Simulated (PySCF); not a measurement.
**Computed properties of Si(F)(Cl)(Et)(OH) (C₂H₆ClFOSi), SMILES F[Si](CC)(Cl)O**

Si(F)(Cl)(Et)(OH) (C2H6ClFOSi), SMILES CC[Si](O)(F)Cl. Geometry optimised at B3LYP-D3(BJ)/def2-SVP. The values are those of a single conformer. All values are computed for the isolated molecule unless a solvent is named; none is compared with measurement here.

**Structure.** All 30 harmonic modes at B3LYP-D3(BJ)/def2-SVP (PySCF) are real, so it is a minimum. With heavy atoms numbered as in [CH3:1][CH2:2][Si:3]([OH:4])([F:5])[Cl:6], the shortest bond between them is C1–C2 at 1.535 Å and the longest Si3–Cl6 at 2.074 Å.

**Vibrations.** The strongest infrared lines (harmonic, unscaled, degenerate partners summed) lie at 800 cm⁻¹ (264 km/mol, H 57 %, O 23 %, Si 12 %), 895 cm⁻¹ (152 km/mol, Si 40 %, F 36 %, H 15 %), 3874 cm⁻¹ (116 km/mol, H 94 %). The softest mode is at 59 cm⁻¹ and the zero-point energy is 53.2 kcal/mol.

**Electronic structure.** ωB97X/def2-TZVP (PySCF) places the frontier levels at -11.44 and 2.61 eV, a gap of 14.05 eV, and gives a dipole moment of 1.27 D and a mean polarisability of 60.2 bohr³. PBE/def2-TZVP (PySCF) at the same geometry gives -7.63 and -0.36 eV, so its gap is 6.78 eV narrower. An orbital gap is neither the optical nor the fundamental gap.

**Excitations.** TDDFT-PBE0/def2-SVPD (PySCF) has S1 at 8.03 eV (154 nm, f = 0.080, bright); the most intense of the 10 singlets computed lies at 8.95 eV (f = 0.08). T1 (TDA) is at 7.74 eV. TDDFT-PBE/def2-SVPD (PySCF) puts S1 at 7.06 eV. No vertical singlet excitation falls in the visible range (under 3.1 eV).

**NMR.** GIAO shifts at PBE0/pcSseg-1 (PySCF) (non-relativistic, atoms alike by connectivity averaged): ¹³C from 9.6 to 11.0 ppm against TMS; ¹H from 1.1 to 2.9 ppm against TMS; ²⁹Si at -7.3 ppm against TMS; ¹⁹F at -126.6 ppm against CFCl3. Without spin–orbit terms, shifts of atoms bonded to Cl or Br come out too high.
